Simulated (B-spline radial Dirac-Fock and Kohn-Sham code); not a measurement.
## Magnetic form factor of the 4d shell of Tl³⁷⁺

System: Tl³⁷⁺ in the configuration [Kr] 4d8.

The run's input, task.json:

```json
{"items": [{
  "Z": 81,
  "q": 37,
  "cfg": [[1, 0, 2], [2, 0, 2], [2, 1, 6], [3, 0, 2], [3, 1, 6], [3, 2, 10], [4, 0, 2], [4, 1, 6], [4, 2, 8]],
  "A": 205,
  "rrms": 5.4759,
  "do": ["scatter"],
  "s": [0.0, 0.05, 0.1, 0.15, 0.2, 0.25, 0.3, 0.35, 0.4, 0.45, 0.5, 0.6, 0.7, 0.8, 0.9, 1.0, 1.1, 1.2, 1.4, 1.6, 1.8, 2.0, 2.5, 3.0, 3.5, 4.0, 5.0, 6.0],
  "pz": [0, 0.1, 0.2, 0.3, 0.4, 0.5, 0.6, 0.8, 1.0, 1.2, 1.4, 1.6, 1.8, 2.0, 2.5, 3.0, 4.0, 5.0, 7.0, 10.0, 15.0, 20.0, 30.0, 40.0, 60.0, 100.0],
  "hv_scatter": [1000, 2000, 10000, 17479.3, 20000, 30000, 50000, 500000]
}]}
```

Launch: `python xray_run.py task.json out`

Model: Dirac-Fock densities. Program: a radial atomic solver. ⟨j_K⟩ is the integral of the 4d radial density with the spherical Bessel function j_K(4πsr), s = sin θ/λ.

```csv
s (Å⁻¹),⟨j0⟩,⟨j2⟩,⟨j4⟩
0,1.0000,0.0000,0.0000
0.05,0.9969,0.0012,0.0000
0.1,0.9877,0.0049,0.0000
0.15,0.9726,0.0109,0.0000
0.2,0.9518,0.0191,0.0001
0.25,0.9255,0.0294,0.0003
0.3,0.8943,0.0414,0.0006
0.35,0.8587,0.0549,0.0012
0.4,0.8190,0.0697,0.0020
0.45,0.7761,0.0853,0.0031
0.5,0.7303,0.1016,0.0045
0.6,0.6333,0.1344,0.0087
0.7,0.5329,0.1655,0.0149
0.8,0.4339,0.1927,0.0231
0.9,0.3405,0.2141,0.0332
1,0.2559,0.2286,0.0450
1.1,0.1824,0.2355,0.0579
1.2,0.1213,0.2351,0.0713
1.4,0.0366,0.2148,0.0969
1.6,-0.0035,0.1760,0.1167
```

Radial moments of the shell: ⟨r²⟩ = 0.1672, ⟨r⁴⟩ = 0.04107, ⟨r⁶⟩ = 0.01339 in powers of bohr.

Values without a named source are computed, but for edge energies of neutral atoms, which are taken from tables.
